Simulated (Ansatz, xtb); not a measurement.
## Ligand exchange: SiH(CH3)F2 + SiH3I → SiH(SiH3)F2 + CH3I

Species: SiH(CH3)F2, singlet; SiH3I `[SiH3]I`, singlet; SiH(SiH3)F2, singlet; CH3I (methyl iodide) `CI`, singlet. The partners trade CH3 for SiH3: Si–CH3 and I–SiH3 bonds give way to Si–SiH3 and I–CH3.

Shapes, held fixed at every level: PBE0-D4/def2-TZVP. Programs: Ansatz 0.2.0, xtb 6.7.1. The zero-point and thermal change to 298 K, harmonic and unscaled (PBE0-D4/def2-TZVP), is -0.3 kJ/mol.

| level | kind | ΔH(298 K) (kJ/mol) | less CCSD(T)/def2-TZVPP |
| --- | --- | --- | --- |
| GFN2-xTB | semi-empirical | +157.6 | +5.5 |
| SPW92/def2-TZVPP | LDA | +148.7 | -3.4 |
| PBE-D4/def2-TZVPP | GGA | +140.4 | -11.7 |
| r2SCAN0-D4/def2-TZVPP | global hybrid | +162.7 | +10.6 |
| wB97X-V/def2-TZVPP | range-separated hybrid | +153.0 | +0.9 |
| CCSD/def2-SVP | coupled cluster or CI | +157.9 | +5.8 |
| CCSD/def2-TZVPP | coupled cluster or CI | +154.5 | +2.4 |
| CCSD(T)/def2-TZVPP | coupled cluster or CI | +152.1 | 0.0 |

The highest level, CCSD(T)/def2-TZVPP, gives ΔH(298 K) = +152.1 kJ/mol; the levels span +140.4 to +162.7. The column of differences is taken from that level and isn't an error. No measured value is set beside it here. For atoms past krypton def2 sets carry core potentials with scalar relativity. Outer-core shells of I are correlated in most correlated rows, in sets that cover them unevenly.
